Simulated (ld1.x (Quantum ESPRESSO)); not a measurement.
Before and after: TM potential for bismuth (Bi)

* Element: bismuth (Bi)
* Generator: ld1.x (Quantum ESPRESSO) 7.5
* Type: norm-conserving Troullier–Martins (Kleinman–Bylander form)
* Functional: PBEsol
* Relativity: scalar-relativistic
* Frozen core: [Xe] 4f14
* Valence charge: 15
* Reference configuration: 5d10 6s2 6p1 (charge +2)
* Partial waves: 6p (bound): rc 2.35 bohr; 5d (bound): rc 1.45 bohr; 6s (bound): rc 1.75 bohr
* Local potential: the s channel
* Core correction: a·sin(br)/r model core, default radius (core density twice the valence density)

All-electron outer shells of the reference configuration (PBEsol, scalar-relativistic, ld1.x):

| shell | level (eV) | outermost node (bohr) | outermost maximum (bohr) |
| --- | --- | --- | --- |
| 5p | -113.42 | 0.48 | 0.86 |
| 5d | -44.55 | 0.51 | 1.03 |
| 6s | -30.81 | 0.98 | 1.83 |
| 6p | -19.23 | 1.14 | 2.27 |

Change: functional PBE.

Cutoffs: the cutoffs (Ry, on a coarse ladder) from which the occupation-weighted sum of valence levels, in a spherical-Bessel basis at the reference potential, stays within 10 and 1 mRy of its value at 400 Ry; they do not see the model core or the augmentation charge, which bear on the density cutoff. Errors are all-electron minus pseudo energies relative to the spin-unpolarised reference configuration.

Task: What does the change do?

Result: The potential gets neither clearly harder nor softer (55 Ry and 100 Ry → 55 Ry and 100 Ry); of the 7 tests that both files solve, the error grows in 2 and shrinks in 0 by more than 15 % and 0.3 meV (median size 11.7 → 11.0 meV); neither file shows a bound ghost.

| quantity | base | changed |
| --- | --- | --- |
| cutoff, loose | 55 Ry | 55 Ry |
| cutoff, tight | 100 Ry | 100 Ry |
| bound ghosts | none | none |
| error for 5d10 6s2 6p3, meV [ΔE -23.24 → -23.16 eV] | +15 | +14 |
| error for 5d10 6s2 6p2, meV [ΔE -15.29 → -15.25 eV] | +8.1 | +7.7 |
| error for 5d10 6s2 6p0, meV [ΔE 23.36 → 23.34 eV] | -14 | -14 |
| error for 5d10 6s1 6p0, meV [ΔE 68.84 → 68.75 eV] | -42 | -44 |
| error for 5d10 6s1 6p4, meV [ΔE -13.12 → -13.08 eV] | -2.5 | -4.5 |
| error for 5d10 6s2 6p2.5, meV [ΔE -20.13 → -20.06 eV] | +12 | +11 |
| error for 5d10 6s1 6p3, meV [ΔE -4.43 → -4.43 eV] | -6.2 | -7.4 |
| s: phases at 2.55 bohr within 0.05 rad from the reference energy up to (Ry; the scan ends near 5) | 1.1 | 1.1 |
| p: phases at 2.55 bohr within 0.05 rad from the reference energy up to (Ry; the scan ends near 5) | 2.4 | 2.4 |
| d: phases at 2.55 bohr within 0.05 rad from the reference energy up to (Ry; the scan ends near 5) | -0.6 | -0.6 |
